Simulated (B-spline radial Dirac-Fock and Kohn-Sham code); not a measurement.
## Kohn-Sham estimates against Dirac-Fock for the levels of Ca⁵⁺

System: the Ca⁵⁺ ion in the configuration [Ne] 3s2 3p3.

The density-functional columns are spherical, spin-unpolarised Dirac-Kohn-Sham results without Breit or QED terms: −ε is minus the orbital energy of the initial state and ΔSCF the difference of two total energies. The reference in the last column comes from relaxed Dirac-Fock hole states (ΔSCF) with Breit and QED corrections and a finite nucleus. All numbers are from a radial B-spline solver, in eV; a selection of levels is shown.

| level | PBE −ε | PBE ΔSCF | LDA −ε | LDA ΔSCF | Dirac-Fock |
| --- | --- | --- | --- | --- | --- |
| 1s | 4034.2 | 4157.4 | 4022.8 | 4145.6 | 4139.0 |
| 2s | 495.8 | 521.9 | 494.4 | 520.7 | 536.0 |
| 2p3/2 | 415.4 | 444.6 | 415.2 | 444.4 | 443.1 |
| 3s | 116.7 | 126.8 | 116.5 | 126.6 | 126.5 |
| 3p | 96.14 | 105.9 | 96.22 | 106.0 | 104.7 |

Problem. Order the estimates of the K (1s) level by their distance from the Dirac-Fock value, nearest first.
A. LDA −ε
B. PBE −ε
C. LDA ΔSCF
D. PBE ΔSCF

Solution. C (6.6 eV), D (18.4 eV), B (104.8 eV), A (116.2 eV).

Values without a named source are computed, but for edge energies of neutral atoms, which are taken from tables.
